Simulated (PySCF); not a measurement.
Compound: C₅H₇NO.
Geometry (PBE0-D3(BJ)/def2-SVP, Å), atoms numbered from 1 in this order:
```xyz
14
C5H7NO angstrom
C     -1.1572   -2.0811    0.1544
C     -0.9785   -0.9615   -0.5570
C     -0.0861    0.1617   -0.2538
C     -0.0222    1.2211   -1.0851
N      0.6638    0.0449    0.9227
C      1.5631    0.9293    1.4439
O      1.8800    1.9947    0.9756
H     -0.6317   -2.2983    1.0899
H     -1.8571   -2.8495   -0.1802
H     -1.5488   -0.8324   -1.4815
H     -0.6477    1.2179   -1.9789
H      0.6313    2.0676   -0.8860
H      0.5270   -0.8003    1.4604
H      1.9951    0.5413    2.3983
```

Computed with PBE0-D3(BJ)/def2-SVP geometry optimisation, gas phase (PySCF).

Masses are those of the commonest isotopes; rigid-rotor values at the optimised geometry. The values belong to one conformer with, in the numbering `[CH2:1]=[CH:2][C:3](=[CH2:4])[NH:5][CH:6]=[O:7]`, C1–C2–C3–C4 180°, C2–C3–N5–C6 180°, C3–N5–C6–O7 0°.

Problem. Give the principal moments of inertia and the rotational constants in GHz.

Solution. Ia = 85.02, Ib = 289.38, Ic = 374.40 u·Å²; 505379 MHz·u·Å²/I gives 5944, 1746 and 1350 MHz, that is A = 5.9444, B = 1.7464, C = 1.3499 GHz.

Problem. What kind of rotor is it?

Solution. An asymmetric top: κ = (2 × 1746 − 5944 − 1350)/(5944 − 1350) = -0.83.

Problem. Is it planar, by Δ = Ic − Ia − Ib?

Solution. Planar: Δ = Ic − Ia − Ib = 0.00 u·Å². For a rigid frame Δ = −2 Σ m c², so it vanishes when all atoms lie in the ab plane; here none is more than 0.01 Å from it.

Problem. Where do the levels up to J = 4 lie, in MHz?

Solution. Above 0(0,0):
J = 1: 1(0,1) 3096, 1(1,1) 7294, 1(1,0) 7691
J = 2: 2(0,2) 9262, 2(1,2) 13090, 2(1,1) 14280, 2(2,1) 26874, 2(2,0) 26901
J = 3: 3(0,3) 18445, 3(1,3) 21768, 3(1,2) 24146, 3(2,2) 36163, 3(2,1) 36296, 3(3,1) 58160, 3(3,0) 58161
J = 4: 4(0,4) 30569, 4(1,4) 33310, 4(1,3) 37268, 4(2,3) 48527, 4(2,2) 48921, 4(3,2) 70596, 4(3,1) 70603, 4(4,1) 101323, 4(4,0) 101324
The levels of one J sum to (2J + 1)J(J + 1)(A + B + C)/3.

Problem. Which types of transition are allowed, and where do some lines up to J = 4 fall?

Solution. The dipole components are |μa| = 2.88 D, |μb| = 1.97 D, |μc| = 0.00 D; the mirror of this Cs structure is the ab plane, so μc vanishes by symmetry and there are no c-type lines. The squared components, which scale the intensities, stand as 1.00 : 0.47 (a : b). Some lines, for components of 0.1 D or more:

| type | branch | J(Ka,Kc) | MHz | lower level (cm⁻¹) |
| --- | --- | --- | --- | --- |
| a | Q | 1(1,0) ← 1(1,1) | 397 | 0.243 |
| b | R | 2(0,2) ← 1(1,1) | 1968 | 0.243 |
| a | Q | 3(1,2) ← 3(1,3) | 2378 | 0.726 |
| b | Q | 1(1,0) ← 1(0,1) | 4595 | 0.103 |
| a | R | 2(0,2) ← 1(0,1) | 6166 | 0.103 |
| a | R | 2(1,1) ← 1(1,0) | 6589 | 0.257 |
| b | Q | 4(1,3) ← 4(0,4) | 6699 | 1.020 |
| b | R | 1(1,1) ← 0(0,0) | 7294 | 0.000 |
| a | R | 3(1,3) ← 2(1,2) | 8678 | 0.437 |
| a | R | 3(1,2) ← 2(1,1) | 9866 | 0.476 |
| b | Q | 4(2,2) ← 4(1,3) | 11653 | 1.243 |
| a | R | 4(0,4) ← 3(0,3) | 12124 | 0.615 |
| a | R | 4(2,3) ← 3(2,2) | 12364 | 1.206 |
| a | R | 4(2,2) ← 3(2,1) | 12625 | 1.211 |
| b | Q | 4(2,3) ← 4(1,4) | 15217 | 1.111 |
| b | Q | 3(3,0) ← 3(2,1) | 21865 | 1.211 |
| b | R | 3(2,2) ← 2(1,1) | 21883 | 0.476 |
| b | Q | 3(3,1) ← 3(2,2) | 21997 | 1.206 |
| b | R | 3(2,1) ← 2(1,2) | 23206 | 0.437 |
| b | R | 4(2,3) ← 3(1,2) | 24381 | 0.805 |
| b | Q | 4(4,0) ← 4(3,1) | 30720 | 2.355 |
| b | Q | 4(4,1) ← 4(3,2) | 30728 | 2.355 |
| b | R | 4(3,2) ← 3(2,1) | 34300 | 1.211 |
| b | R | 4(3,1) ← 3(2,2) | 34441 | 1.206 |
| b | R | 4(4,0) ← 3(3,1) | 43163 | 1.940 |

Problem. Estimate the classical rotational partition function at 10 K, 298.15 K and 500 K.

Solution. Point group Cs, symmetry number σ = 1; q = (√π/σ)·√((kT/h)³/(ABC)), k/h = 20836.6 MHz/K: 1420 at 10 K, 232000 at 298.15 K, 503000 at 500 K.

Stationary, but not proved a minimum. Constants of a rigid frame at the computed geometry: no zero-point averaging, no centrifugal distortion. Quadrupole hyperfine structure (14N) is left out.

Time: 40 s. Hardware: Arm Neoverse V1, one thread, shared host. This is the geometry optimisation.
